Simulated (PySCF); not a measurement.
C5H12OSi2.
Atom-mapped SMILES: `[CH:1]#[C:2][SiH2:3][O:4][SiH2:5][CH:6]([CH3:7])[CH3:8]` (hydrogens: H9 on C1; H10, H11 on Si3; H12, H13 on Si5; H14 on C6; H15, H16, H17 on C7; H18, H19, H20 on C8)

A linear-response calculation (PySCF, def2-SVPD basis, gas phase, vertical, core orbitals frozen in the response) gave these numbers; the functional is withheld.

Orbital energies (eV): HOMO-3 -8.48, HOMO-2 -8.27, HOMO-1 -8.02, HOMO -7.68, LUMO -0.83, LUMO+1 -0.32, LUMO+2 0.25.

```
state  E (eV)       f   main configurations (H = HOMO, L = LUMO)
   S1    5.76  0.0003                                H-1→L (77%)
   S2    6.01  0.0034                   H→L (65%), H-1→L+1 (14%)
   S3    6.18  0.0010      H-2→L (41%), H→L (27%), H-1→L+1 (15%)
   S4    6.24  0.0001  H-2→L+1 (52%), H→L+1 (20%), H-3→L+1 (13%)
   S5    6.62  0.0022                   H-3→L (72%), H-1→L (11%)
   S6    6.71  0.0052                 H→L+1 (74%), H-2→L+1 (21%)
```

Triplets (Tamm–Dancoff): T1 4.87 eV, H-2→L (38%), H-1→L+1 (24%), H-3→L (9%); T2 5.25 eV, H-1→L (54%), H-2→L+1 (16%); T3 5.32 eV, H-1→L+1 (47%), H-2→L (21%); T4 5.95 eV, H-2→L+1 (32%), H→L (30%), H-1→L (16%).

Vertical ionisation energy by ΔSCF with the same functional: 9.49 eV. Mean static polarisability: 112.5 au.

Problem. Name the functional.
A. wB97X-D
B. B3LYP
C. PBE
D. HF

Solution. B. B3LYP is a global hybrid with 20% exact exchange. In this run −ε(HOMO) = 7.68 eV differs from the ΔSCF value by -1.81 eV, and S1 differs from the orbital gap of 6.85 eV by -1.09 eV. The ratio −ε(HOMO)/IP is 0.81. Small neutral molecules mostly give 0.67 to 0.83 with B3LYP, 0.5 to 0.7 with PBE, 0.89 to 0.99 with wB97X-D; Hartree–Fock can't fall below 1, since the ion's relaxation only lowers the ΔSCF value.

The calculation used TDDFT B3LYP/def2-SVPD, vertical, gas phase, core orbitals frozen in the response in PySCF 2.14.0, density-fitted response routines. Isolated species at its PBE0-D3(BJ)/def2-SVP geometry (one conformer only).

Conformer computed: `[CH:1]#[C:2][SiH2:3][O:4][SiH2:5][CH:6]([CH3:7])[CH3:8]`: C2–Si3–O4–Si5 4°, Si3–O4–Si5–C6 28°, O4–Si5–C6–C7 180°.
